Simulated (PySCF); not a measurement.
All values below come from PBE-D3(BJ)/def2-TZVP run with PySCF. Gas-phase values, no solvent. One relaxed conformer stands for a flexible species; it need not be the lowest. Excitations are Tamm–Dancoff values on a coarser integration grid. The basis has no diffuse functions, so Rydberg states are missing or too high.

Reference species (SMILES): `[Cl][Ge]([Cl])([Cl])[Cl]` (neutral, multiplicity 1).

| Item | Result |
|---|---|
| S1 excitation (TDA) | 4.88 eV |
| HOMO–LUMO gap | 4.73 eV |
| S1 oscillator strength | 0.000 |

Changed species: `[OH][Ge]([OH])([Cl])[Cl]` (H–O–Ge–Cl torsion 50°, Cl–Ge–O–H torsion 171°) (2 of 4 Cl replaced by OH; the reference has 0 of 4 Cl replaced by OH).

Task: Give the shifts of the S1 excitation (TDA), HOMO–LUMO gap and S1 oscillator strength.

Result: the S1 excitation (TDA) increases by 0.59 eV, to 5.47 eV; the HOMO–LUMO gap rises by 0.59 eV, to 5.32 eV; the S1 oscillator strength is nearly the same.
